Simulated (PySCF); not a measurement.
A structure optimised at r2SCAN-D4/def2-SVP, used in a PySCF frequency run:

```
Si
F 1 1.6142
C 1 1.9216 2 108.86
O 3 1.2064 1 121.93 2 -123.66
H 3 1.1292 4 121.11 1 178.79
Cl 1 2.0336 2 109.38 3 -120.94
Cl 1 2.0473 2 107.72 3 117.39
```

Write its SMILES and formula.

O=C[Si](F)(Cl)Cl, CHCl2FOSi

What are its rotational constants (standard atomic weights)?

1.8895, 1.5327, 1.2364 GHz
